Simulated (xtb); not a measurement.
OTa (SMILES [O]=[Ta]), doublet, from a rough starting geometry (GFN-xTB shapes and energies of metal compounds can be far from the true ones); GFN2-xTB (xtb).

xtb was given this input:
```
$ xtb mol.xyz --gfn 2 --uhf 1 --opt vtight --json

# file mol.xyz
2

Ta    -0.00998386    -0.01257338    -0.88935118
O     -0.03842822     0.04453218     0.83993707
```

What the program printed (banner, timings and long lists left out):

```
   ID    Z sym.   atoms
    1   73 Ta     1
    2    8 O      2

           -------------------------------------------------
          |                Calculation Setup                |
           -------------------------------------------------

           -------------------------------------------------
          |                 G F N 2 - x T B                 |
           -------------------------------------------------

          ...................................................
          :                      SETUP                      :
          :.................................................:
          :  # basis functions                  14          :
          :  # atomic orbitals                  13          :
          :  # shells                            5          :
          :  # electrons                        11          :
          :  max. iterations                   250          :
          :  Hamiltonian                  GFN2-xTB          :
          :  restarted?                      false          :
          :  GBSA solvation                  false          :
          :  PC potential                    false          :
          :  electronic temp.          300.0000000     K    :
          :  accuracy                    1.0000000          :
          :  -> integral cutoff          0.2500000E+02      :
          :  -> integral neglect         0.1000000E-07      :
          :  -> SCF convergence          0.1000000E-05 Eh   :
          :  -> wf. convergence          0.1000000E-03 e    :
          :  Broyden damping             0.4000000          :
          :  net charge                          0          :
          :  unpaired electrons                  1          :
          ...................................................

 iter      E             dE          RMSdq      gap      omega  full diag
   1     -5.6939873 -0.569399E+01  0.312E+01    0.00       0.0  T
   2     -5.7924850 -0.984977E-01  0.468E+01    0.00       1.0  T
   3     -5.9270207 -0.134536E+00  0.261E+01    0.00       1.0  T
   4     -5.6822263  0.244794E+00  0.374E+01    0.00       1.0  T
   5     -5.9964918 -0.314265E+00  0.371E+00    0.00       1.0  T
   6     -5.9954307  0.106110E-02  0.475E+00    0.00       1.0  T
   7     -6.0027033 -0.727257E-02  0.374E-01    0.00       1.0  T
   8     -6.0025442  0.159091E-03  0.817E-01    0.00       1.0  T
   9     -6.0027115 -0.167338E-03  0.883E-02    0.00       1.0  T
[...]
         :: total energy              -5.985944544381 Eh    ::
 * total energy  :    -5.9859445 Eh     change       -0.7786216E-10 Eh
 * total energy  :    -5.9859976 Eh     change       -0.5301741E-04 Eh
 * total energy  :    -5.9860060 Eh     change       -0.8487945E-05 Eh
 * total energy  :    -5.9860061 Eh     change       -0.8841620E-08 Eh
   *** GEOMETRY OPTIMIZATION CONVERGED AFTER 4 ITERATIONS ***
         :: total energy              -5.986006058657 Eh    ::
[...]
         7        0.5000           -0.3286557              -8.9432 (LUMO)
         8                         -0.2742665              -7.4632
         9                         -0.2742665              -7.4632
        10                         -0.2050871              -5.5807
        11                          0.0151869               0.4133
        12                          0.0151869               0.4133
        13                          0.3967792              10.7969
      -------------------------------------------------------------
                  HL-Gap            0.0000000 Eh            0.0000 eV
             Fermi-level           -0.3465169 Eh           -9.4292 eV

     #   Z          covCN         q      C6AA      α(0)
     1  73 Ta       0.722     0.442  1000.445    81.431
     2   8 O        0.722    -0.442    22.599     6.370

 Mol. C6AA /au·bohr⁶  :       1280.116676
 Mol. C8AA /au·bohr⁸  :     194076.769101
 Mol. α(0) /au        :         87.801078

Wiberg/Mayer (AO) data.
largest (>0.10) Wiberg bond orders for each atom

 ---------------------------------------------------------------------------
     #   Z sym  total        # sym  WBO       # sym  WBO       # sym  WBO
 ---------------------------------------------------------------------------
     1  73 Ta   2.469 --     2 O    2.469
     2   8 O    2.469 --     1 Ta   2.469
 ---------------------------------------------------------------------------

Topologies differ in total number of bonds
Writing topology from bond orders to xtbtopo.mol

molecular dipole:
                 x           y           z       tot (Debye)
 q only:        0.024      -0.047      -1.436
   full:        0.050      -0.100      -3.041       7.734
molecular quadrupole (traceless):
                xx          xy          yy          xz          yz          zz
 q only:       -0.068       0.004      -0.069       0.097      -0.062       0.137
  q+dip:       -2.970       0.005      -2.966       0.066       0.149       5.936
   full:       -3.179       0.004      -3.174       0.055       0.170       6.354

optimized geometry written to: xtbopt.xyz

           -------------------------------------------------
          | TOTAL ENERGY               -5.986006058657 Eh   |
          | GRADIENT NORM               0.000066229771 Eh/α |
          | HOMO-LUMO GAP               0.000000000000 eV   |
           -------------------------------------------------
```
